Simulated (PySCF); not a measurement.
# How methods differ on the ionisation energy of Te

Te [Kr] 4d10 5s2 5p4 [5p1/2^2 5p3/2^2, M_J = 2] → Te⁺ [Kr] 4d10 5s2 5p3 [5p1/2^2 5p3/2^1, M_J = 3/2], as a difference of total energies. Calculation: PySCF 2.14, in x2c-SVPall-2c; the two-component X2C-1e Hamiltonian. Correlated levels: [Ar] 3d10 frozen; the 6 highest virtual spinors dropped. "Screened" scales the spin-orbit matrix elements by Boettger's factors to mimic the two-electron term; Breit and QED terms are absent.

```json
{"method": "GHF (spin-free)", "ionisation energy (eV)": "7.611"}
{"method": "GMP2 (spin-free)", "ionisation energy (eV)": "8.114"}
{"method": "GHF (screened spin-orbit)", "ionisation energy (eV)": "7.858"}
{"method": "GMP2 (screened spin-orbit)", "ionisation energy (eV)": "8.339"}
```

Question: How much does correlation contribute at GMP2 (screened spin-orbit)?

Answer: 8.339 − (7.858) = 0.481 eV, measured against GHF (screened spin-orbit).

The spin-free rows relax to the high-spin LS determinant and lack the spin-orbit shift.

Errors of the correlated levels include the incompleteness of this basis and the frozen core.

The labels give the starting determinants; with spin-orbit coupling the two ends relaxed to ⟨J²⟩ = 6.02, ⟨L²⟩ = 2.28, ⟨S²⟩ = 1.90 and ⟨J²⟩ = 3.75, ⟨L²⟩ = 0.10, ⟨S²⟩ = 3.65.

For comparison: 9.010 eV (measured; NIST Atomic Spectra Database, ionization energies).
